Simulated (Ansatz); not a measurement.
Start from `O[SiH2][O][GeH2][OH]` and change one atom or group to get `O[SiH2][O][GeH3]`.

Ansatz, PBE0-D4/def2-TZVP geometries, multiplicity 1. Each molecule was computed in one conformer, which needn't be the lowest.

Scalar relativity is left out up to krypton.

```tsv
property	`O[SiH2][O][GeH2][OH]`
size of the dipole moment (PBE/def2-TZVPP) / D	2.10
LUMO energy (PBE0/def2-TZVPP) / eV	0.39
LUMO energy (ωB97M-V/def2-TZVPP) / eV	2.04
HOMO–LUMO gap (PBE0/def2-TZVPP) / eV	9.02
HOMO energy (PBE/def2-TZVPP) / eV	-7.17
HOMO energy (ωB97M-V/def2-TZVPP) / eV	-10.92
```

Problem. What does the change do to each property? (Estimate.)

Solution. Ansatz gave: 
```json
{"property": "size of the dipole moment (PBE/def2-TZVPP) / D", "`O[SiH2][O][GeH3]`": "1.34", "shift": "-0.76"}
{"property": "LUMO energy (PBE0/def2-TZVPP) / eV", "`O[SiH2][O][GeH3]`": "0.07", "shift": "-0.32"}
{"property": "LUMO energy (ωB97M-V/def2-TZVPP) / eV", "`O[SiH2][O][GeH3]`": "1.80", "shift": "-0.24"}
{"property": "HOMO–LUMO gap (PBE0/def2-TZVPP) / eV", "`O[SiH2][O][GeH3]`": "8.61", "shift": "-0.41"}
{"property": "HOMO energy (PBE/def2-TZVPP) / eV", "`O[SiH2][O][GeH3]`": "-7.11", "shift": "0.06"}
{"property": "HOMO energy (ωB97M-V/def2-TZVPP) / eV", "`O[SiH2][O][GeH3]`": "-10.83", "shift": "0.09"}
```

With PBE0 the HOMO rises by 0.09 eV and the LUMO falls by 0.32 eV, so the gap narrows by about 0.41 eV. PBE moves the HOMO by 0.06 eV and ωB97M-V by 0.09 eV. Dipoles are sizes alone; their direction can turn.
